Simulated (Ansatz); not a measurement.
Isolated molecules relaxed with PBE0-D4/def2-TZVP in Ansatz; ΔE leaves out vibrations. CCSD(T)/CBS is the MP2 limit (def2-TZVPP, def2-QZVPP) plus CCSD(T) − MP2 in def2-TZVPP, frozen cores. Functionals use def2-TZVPP. For Ge outer-core shells are correlated without core-valence functions, which leaves a few kJ/mol of doubt a bond. Scalar relativity is left out up to krypton. One conformer a species, not always the lowest.

`[OH][Ge]([SiH3])([Cl])[Cl]` + `[CH3][Al]([OH])[OH]` → `[CH3][Al]([OH])[O][SiH3]` + `[OH][GeH]([Cl])[Cl]`  (cleavage of the Si–Ge bond)

`[OH][Ge]([SiH3])([Cl])[Cl]`:

Z-matrix (Å, degrees):
```
Ge
Si 1 2.379
Cl 1 2.155 2 112.2
O 1 1.761 2 110.4 3 120.8
Cl 1 2.155 2 112.2 3 -118.4
H 2 1.481 1 106.8 3 59.1
H 2 1.482 1 108.1 3 -60.6
H 2 1.482 1 108.1 3 178.8
H 4 0.962 1 113.4 2 179.9
```

`[CH3][Al]([OH])[OH]`:

Cartesian coordinates in Å:
```
C -1.419 -0.508 0.169
Al 0.391 0.134 -0.053
O 1.126 0.953 1.240
O 1.188 -0.136 -1.527
H -2.112 0.324 0.324
H -1.757 -1.071 -0.704
H -1.502 -1.154 1.047
H 2.010 1.314 1.239
H 2.076 0.144 -1.735
```

`[CH3][Al]([OH])[O][SiH3]`:

Cartesian coordinates in Å:
```
C 0.567 -0.264 2.180
Al 0.716 -0.586 0.280
O 1.892 -1.661 -0.293
O -0.298 0.183 -0.827
Si -1.366 0.993 -1.736
H 1.228 -0.917 2.753
H 0.824 0.771 2.421
H -0.458 -0.423 2.528
H 2.016 -1.856 -1.221
H -0.797 2.304 -2.152
H -1.702 0.213 -2.958
H -2.621 1.243 -0.976
```

`[OH][GeH]([Cl])[Cl]`:

Cartesian coordinates in Å:
```
O 1.429 -0.008 0.217
Ge -0.305 0.233 0.163
Cl -1.301 -1.580 0.701
Cl -0.905 0.699 -1.834
H 1.739 -0.704 -0.369
H -0.657 1.360 1.122
```

Problem. Is it downhill or uphill in electronic energy at CCSD(T)/CBS, and by how much? (Best estimate.)

Solution. Computed: Downhill: ΔE = -85.1 kJ/mol.

Problem. What do these levels give: LDA (SPW92), r2SCANh-D4, BHLYP-D4, MP2/def2-SVP, HF/def2-TZVPP, CCSD(T)/def2-TZVPP? (An estimate is asked.)

Solution. Ansatz gave: LDA (SPW92) -67.3, r2SCANh-D4 -84.1, BHLYP-D4 -95.2, MP2/def2-SVP -96.9, HF/def2-TZVPP -118.8, CCSD(T)/def2-TZVPP -88.4 kJ/mol.

Largest T1 diagnostic among the species: 0.012.

From PBE to PBE0 (25 % exact exchange), in def2-TZVPP and without D4, ΔE moves by −10.7 kJ/mol. The D4 term adds +4.6 kJ/mol with B3LYP and +2.5 kJ/mol with PBE0; it sums over pairs of atoms, weighted by their polarisabilities, and B3LYP, whose exchange is more repulsive, gets the larger term. In def2-TZVPP, CCSD(T) changes the Hartree–Fock value by +30.3 kJ/mol (the triples alone add +4.3 kJ/mol) and MP2 by +27.8 kJ/mol.

B3LYP here is the variant with VWN-RPA as its local correlation; programs differ in this.
